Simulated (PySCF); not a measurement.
Isomers of C5H11NO2Si, from PBE0-D3(BJ)/def2-SVP geometry optimisation, gas phase (PySCF 2.14.0). One conformer each, no zero-point energy, no frequencies.

Problem. Which is lower in electronic energy at this level?
A. `[O:1]=[CH:2][O:3][SiH2:4][N:5]1[CH2:6][CH2:7][CH2:8][CH2:9]1` with O1–C2–O3–Si4 0°, C2–O3–Si4–N5 180°, O3–Si4–N5–C6 84°, Si4–N5–C6–C7 150°, N5–C6–C7–C8 25°, C6–C7–C8–C9 -2°, C7–C8–C9–N5 -22°: A = 4547, B = 615.6, C = 597.9 MHz, dipole 3.19 D
B. `[NH2:1][Si:2]1([CH:3]2[CH2:4][CH2:5]2)[O:6][CH2:7][CH2:8][O:9]1` with H–N1–Si2–C3 158° and -49°, N1–Si2–C3–C4 -49°, Si2–C3–C4–C5 112°, N1–Si2–O6–C7 -131°, Si2–O6–C7–C8 25°, O6–C7–C8–O9 -35°: A = 2759, B = 948.5, C = 930.8 MHz, dipole 0.79 D

Solution. B. That is `N[Si]1(C2CC2)OCCO1`, 11.4 kcal/mol below the other.

```json
{"SMILES": "N[Si]1(C2CC2)OCCO1", "mapped SMILES": "[NH2:1][Si:2]1([CH:3]2[CH2:4][CH2:5]2)[O:6][CH2:7][CH2:8][O:9]1", "E (Eh)": "-690.97859", "relative (kcal/mol)": "0.0", "relative (kJ/mol)": "0.0", "dipole (D)": "0.79"}
{"SMILES": "O=CO[SiH2]N1CCCC1", "mapped SMILES": "[O:1]=[CH:2][O:3][SiH2:4][N:5]1[CH2:6][CH2:7][CH2:8][CH2:9]1", "E (Eh)": "-690.96042", "relative (kcal/mol)": "11.4", "relative (kJ/mol)": "47.7", "dipole (D)": "3.19"}
```

As drawn, the lower has a three-membered ring, an N–H bond and an Si–C bond, which the higher lacks; the higher has a C=O bond and a C(=O)–O unit, which the lower lacks.
